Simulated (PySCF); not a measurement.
# Radial density of Zr²⁺ (zirconium, charge +2)

UHF, [Kr] 4d1 5s1, 5s spin antiparallel (an excited configuration). Computed with PySCF 2.14 in def2-TZVPPD with the def2 core potential (28 electrons), with scalar relativity through the core potential. This is the valence pseudo-density: the core potential removes the inner electrons and smooths the orbitals near the nucleus.

| r (bohr) | 4πr²ρ (e/bohr) | 4πr²(ρα − ρβ) |
| --- | --- | --- |
| 0.0483 | 1.171e-05 | 0.0000 |
| 0.0812 | 4.762e-05 | 0.0000 |
| 0.137 | 0.0002759 | 0.0000 |
| 0.230 | 0.002881 | 0.0001 |
| 0.386 | 0.07409 | 0.0021 |
| 0.650 | 2.012 | 0.0186 |
| 1.09 | 8.484 | 0.3557 |
| 1.84 | 3.466 | 0.4441 |
| 3.09 | 0.5915 | -0.2698 |
| 5.20 | 0.07915 | -0.0741 |

Energies and moments cover only the electrons outside the core potential. With the s spin flipped the determinant is a mixture of two multiplicities, not a spectroscopic state.
